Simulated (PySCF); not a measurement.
# Working out the ionisation energy of Sb

Sb [Kr] 4d10 5s2 5p3 (4S) → Sb⁺ [Kr] 4d10 5s2 5p2 (3P). Calculation: PySCF 2.14, in aug-cc-pVDZ-PP with ECP28MDF (5s4p3d, 32 functions); scalar relativity through the core potential. Frozen: 4s2 4p6 4d10. Energies in hartree (1 hartree = 27.21139 eV):

```csv
part,Sb (lower),Sb⁺ (upper)
UHF,-239.273208,-238.957245
CCSD correlation,-0.060986,-0.050541
(T),-0.000928,-0.000603
```

Task: What does Hartree-Fock give?

Result: (-238.957245) − (-239.273208) = 0.315963 hartree = 8.598 eV.

Task: What do CCSD and CCSD(T) give?

Result: The CCSD correlation energies differ by 0.010445 hartree = 0.284 eV and the triples by 0.000325 hartree = 0.009 eV, so CCSD gives 8.882 eV and CCSD(T) 8.891 eV.

Measured between the centres of the two terms (NIST): 9.124 eV, so CCSD(T) (valence) is off by -0.233 eV.

A double-zeta basis recovers only part of the correlation energy.

What remains against the reference includes basis incompleteness, the frozen core and higher excitations.
